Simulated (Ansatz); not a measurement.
`[OH][Al]([OH])[OH]` + H₂S → `[OH][Al-]([OH])([OH])[SH2+]`  (adduct formation)

Computed with Ansatz on PBE0-D4/def2-TZVP structures; ΔE is electronic, products minus reactants. CCSD(T)/CBS is the MP2 limit (def2-TZVPP, def2-QZVPP) plus CCSD(T) − MP2 in def2-TZVPP, frozen cores. This one scheme is used for every species. Functionals use def2-TZVPP. One conformer a species, not always the lowest.

```csv
level,ΔE (kJ/mol),difference from CCSD(T)/CBS
r2SCAN-D4,-51.5,-5.2
CAM-B3LYP-D4,-46.0,0.3
ωB97M-V,-47.6,-1.3
B2PLYP,-37.1,9.2
PBE-QIDH,-47.2,-0.9
PBE,-42.7,3.6
revPBE,-29.1,17.2
PBE0,-44.0,2.3
r2SCAN0,-48.8,-2.5
CAM-B3LYP,-37.6,8.7
RPA@PBE/def2-TZVPP,-40.3,6.0
MP2/def2-SVP,-47.0,-0.7
HF/def2-TZVPP,-22.7,23.6
HF/def2-QZVPP,-22.1,24.2
MP2/def2-QZVPP,-45.7,0.6
SCS-MP2/def2-QZVPP,-40.6,5.7
CCSD(T)/CBS,-46.3,0
```

Largest T1 diagnostic among the species: 0.012.

Leaving LDA and LC-ωPBE aside and taking each functional with its dispersion term where it has one, the values spread over 14.9 kJ/mol, from PBE0-D4 to B2PLYP. LDA lies −24.9 kJ/mol from PBE without D4. In def2-TZVPP, CCSD(T) changes the Hartree–Fock value by −21.2 kJ/mol (the triples alone add −3.8 kJ/mol) and MP2 by −21.8 kJ/mol. The D4 term adds −14.5 kJ/mol with B3LYP and −8.0 kJ/mol with PBE0; it sums over pairs of atoms, weighted by their polarisabilities, and B3LYP, whose exchange is more repulsive, gets the larger term.

B3LYP here is the variant with VWN-RPA as its local correlation; programs differ in this.
